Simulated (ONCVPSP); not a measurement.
## Configuration tests for W (Z = 74) (ONCV)

tungsten (W), optimised norm-conserving Vanderbilt (ONCV), made with ONCVPSP 4.0.1 (BLYP, scalar-relativistic). Core [Xe], reference 4f14 5d4 6s2. Waves: 6s: rc 2.30 bohr, ncon 4, nbas 7, qcut 2.2 1/bohr, 3 projectors, debl 3.3 Ha; p scattering state at 0.3 Ha: rc 2.55 bohr, ncon 4, nbas 8, qcut 2.6 1/bohr, 2 projectors, debl 2.2 Ha; 5d: rc 2.85 bohr, ncon 4, nbas 9, qcut 5 1/bohr, 2 projectors, debl 2.5 Ha; 4f: rc 0.55 bohr, ncon 4, nbas 8, qcut 22.9 1/bohr, local. Local part: the f channel. Core correction: Teter function, fcfact 6, rcfact 1.05.

In the p channel the program set the typed energies aside and used 0.050, 2.250 Ha.

Energies are relative to the spin-unpolarised reference configuration 4f14 5d4 6s2; without spin polarisation the order of configurations can differ from experiment.

```
valence configuration  charge  ΔE all-electron (eV)  error AE − PS (meV)
         4f14 5d4 6s1      +1                 8.815                 +5.4
         4f14 5d3 6s0      +3                49.908                 +123
```

Question: What are ΔE and the potential's error for 4f14 5d4 6s0?

Answer: ΔE = 24.566 eV all-electron; the error (AE − PS) is +44 meV.

Question: What are ΔE and the potential's error for 4f14 5d4 6s0 6p2?

Answer: ΔE = 9.287 eV all-electron; the error (AE − PS) is +6.3 meV.

Levels in the configuration 4f14 5d4 6s1:

| level | all-electron (eV) | pseudo (eV) |
| --- | --- | --- |
| 4f | -40.506 | -40.345 |
| 5d | -11.626 | -11.611 |
| 6s | -12.174 | -12.152 |

Note: ghosts flagged at negative energy: s at -778.2 eV, s at -57.6 eV, p at -1390.9 eV, p at -85.8 eV, d at -553.7 eV; GHOST(+) flagged for p at 92.6 eV, s at 268.3 eV. A true bound ghost makes a file unfit for plane-wave use.
